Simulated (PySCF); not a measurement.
# Ga²¹⁺ (gallium, charge +21): Hartree-Fock from Schrödinger to Dirac-Coulomb

Occupied: 1s1/2, 2s1/2, 2p1/2, 2p3/2. Hartree-Fock calculated with PySCF 2.14 in an uncontracted even-tempered set (20 s from 1.8 bohr⁻², ratio 2.3; 14 p from 2.1 bohr⁻², ratio 2.3), Gaussian nucleus throughout. NR is non-relativistic, sf-X2C the spin-free one-electron X2C Hamiltonian, X2C adds the bare one-electron spin-orbit term, X2C-SNSO screens it by Boettger's factors, DC is four-component Dirac-Coulomb, and the Gaunt term is added at first order (total energies over the DC spinors, levels after relaxing the spinors in that mean field). QED terms are absent. Levels marked empty are virtual spinors of this ion.

| Hamiltonian | E (hartree) | E − E(DC) (hartree) | CPU seconds |
| --- | --- | --- | --- |
| NR | -1665.7705 | 18.4093 | 0.51 |
| sf-X2C | -1683.8347 | 0.3452 | 0.25 |
| X2C | -1683.9020 | 0.2779 | 0.51 |
| X2C-SNSO | -1683.8935 | 0.2864 | 0.45 |
| DC | -1684.1799 | 0.0000 | 21 |
| DC+Gaunt | -1683.3327 | 0.8472 | 52 |

```csv
level (eV),NR,sf-X2C,X2C,X2C-SNSO,DC,DC+Gaunt
1s1/2,-11205.5,-11342.8,-11342.6,-11342.6,-11348.2,-11334.2
2s1/2,-2156.3,-2190.4,-2190.3,-2190.3,-2190.9,-2189.7
2p1/2,-2010.8,-2020.4,-2041.5,-2040.1,-2040.3,-2038.1
2p3/2,-2010.8,-2020.4,-2010.2,-2010.9,-2011.3,-2009.7
3s1/2 (empty),-797.69,-806.81,-806.81,-806.81,-806.92,-806.64
3p1/2 (empty),-753.65,-757.18,-761.82,-761.51,-761.54,-761.07
3p3/2 (empty),-753.65,-757.18,-754.94,-755.08,-755.15,-754.82
```

```json
{"interval (eV)": "2p3/2 − 2p1/2", "sf-X2C": "-3.685e-10", "X2C": "31.29", "X2C-SNSO": "29.24", "DC": "29.01", "DC+Gaunt": "28.39"}
{"interval (eV)": "3p3/2 − 3p1/2", "sf-X2C": "-1.846e-10", "X2C": "6.880", "X2C-SNSO": "6.430", "DC": "6.393", "DC+Gaunt": "6.242"}
```

Weight of the small component: 1s1/2 0.0126, 2s1/2 0.00252, 2p1/2 0.00247, 2p3/2 0.00243, 3s1/2 0.000848, 3p1/2 0.000826, 3p3/2 0.000817.

Koopmans' value for the highest occupied level at DC+Gaunt: 2009.7 eV, against an ionisation energy of 2010 ± 1.1 eV (semi-empirical (NIST evaluation); NIST Atomic Spectra Database, ionization energies); the former lacks relaxation, correlation, QED and recoil.

The whole ladder took 80 s of wall time on 1 thread of Intel(R) Xeon(R) Platinum 8259CL CPU @ 2.50GHz (shared host), launched as `OMP_NUM_THREADS=1 python relrun2.py TASK.json OUT` (a driver that calls PySCF for each Hamiltonian).
